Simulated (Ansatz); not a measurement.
`C[O][Ge][F]` + NH₃ → `[NH2][Ge][F]` + CH₃OH at 700 K and 1 bar (ligand exchange at a Ge–O bond).

Calculated with Ansatz (gas phase, PBE0-D4/def2-TZVP geometries, no zero-point term in ΔE). CCSD(T)/CBS adds triple-zeta CCSD(T) − MP2 to the extrapolated MP2 energy (def2 sets, frozen cores). This one scheme is used for every species. For Ge outer-core shells are correlated without core-valence functions, which leaves a few kJ/mol of doubt a bond. Scalar relativity is left out up to krypton. Each species was taken in one conformer, which may not be the lowest.

| species | CCSD(T)/CBS energy (Eh) | H − E (kJ/mol) | S (J/(mol·K)) |
| --- | --- | --- | --- |
| `C[O][Ge][F]` | -2290.98541 | 170.1 | 399.6 |
| NH₃ | -56.50880 | 116.9 | 226.5 |
| `[NH2][Ge][F]` | -2231.86581 | 115.6 | 347.6 |
| CH₃OH | -115.61712 | 170.8 | 288.5 |

H − E and S are ideal-gas, rigid-rotor, harmonic terms from PBE0-D4/def2-TZVP, for one conformer and one mirror image of each species. 1 Eh = 2625.50 kJ/mol, R = 8.31446 J/(mol·K).

Task: By hand: ΔE, ΔH, ΔS and ΔG.

Result: ΔE = (-2231.86581) + (-115.61712) − (-2290.98541) − (-56.50880) = 0.01128 Eh = 29.6 kJ/mol. Δ(H − E) = 115.6 + 170.8 − 170.1 − 116.9 = -0.6, so ΔH = 29.0 kJ/mol. ΔS = 347.6 + 288.5 − 399.6 − 226.5 = 10.0 J/(mol·K). ΔG = 29.0 − 700 × (10.0)/1000 = 22.0 kJ/mol.

Task: By hand: the equilibrium constant, and the temperature at which ΔG would vanish if ΔH and ΔS stayed fixed.

Result: log₁₀ K = −ΔG/(RT ln 10) = -1.6. ΔG = 0 at ΔH/ΔS = 2900 K, far beyond where these terms or the molecules hold.

The number of gas molecules stays the same, so ΔS is small and ΔH decides. A doubt of 5 kJ/mol in ΔE shifts log₁₀ K by 0.4 here. Other conformers and mirror images would add mixing entropy, several J/(mol·K) or more a flexible species. These are equilibria of isolated gas molecules and say nothing of rates. Largest T1 diagnostic: 0.015 (customary marks: 0.02 for closed shells, 0.045 for open ones).
